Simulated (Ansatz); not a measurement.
**Two structures, one formula**

Two relaxed structures of Al2BH5O, closed shell (PBE0-D4/def2-TZVP; forces vanish, vibrations not checked).

A:

B1  (-0.697, 1.255, -2.056)
O2  (0.845, -0.381, 0.424)
Al3  (-0.781, 0.237, -0.184)
Al4  (-0.194, -1.014, 1.899)
H5  (-0.878, 0.693, -3.101)
H6  (-0.573, 2.447, -2.134)
H7  (1.771, -0.401, 0.168)
H8  (-0.256, -2.603, 1.903)
H9  (0.160, -0.208, 3.224)
(Å)

B:

```xyz
9
angstrom
B -0.6068 0.1899 -1.8900
O 0.3118 -0.0341 -1.1478
Al 1.6156 -0.4617 0.3167
Al -0.1467 -0.9450 2.1546
H -1.5003 0.4084 -2.6144
H 2.3596 -1.6936 -0.3839
H 2.4002 0.9333 0.3458
H -1.7100 -0.8136 1.7670
H 0.0780 -1.3717 3.6811
```

Program: Ansatz 0.2.0. Basis: def2-TZVPP. Cores are frozen in the correlated methods. B3LYP uses VWN-RPA correlation.

Task: Which structure is lower at CCSD(T), and by how much? (An estimate is asked for; the value comes from the calculation.)

Result: The calculation gives: B, by 0.541 eV (electronic energy, against the other). By their contacts, A is Al₂BH₅O ([BH2][Al]1[OH][AlH2]1) and B is Al₂BH₅O ([BH][O][AlH2][AlH2]).

All methods give the same order:

```csv
method,E(B) − E(A) (eV)
PBE-D4,-0.448
r2SCAN-D4,-0.455
PBE0-D4,-0.408
B3LYP-D4,-0.596
wB97M-V,-0.511
HF,-0.737
MP2,-0.600
CCSD,-0.532
CCSD(T),-0.541
```

The T1 diagnostic stays at or below 0.017.

Labels in which every atom is bracketed show which atoms are joined, not bond orders.

For scale, one of the runs: CCSD(T)/def2-TZVPP, 216 basis functions, launched by `ansatz run in.yaml --threads 2 --pin off --events-out ev --progress --plain --max-ram 4352MiB`. The run took 70 s on 2 CPU threads of an Arm Neoverse V1 (shared host), with 2.9 GiB of host memory at its peak.
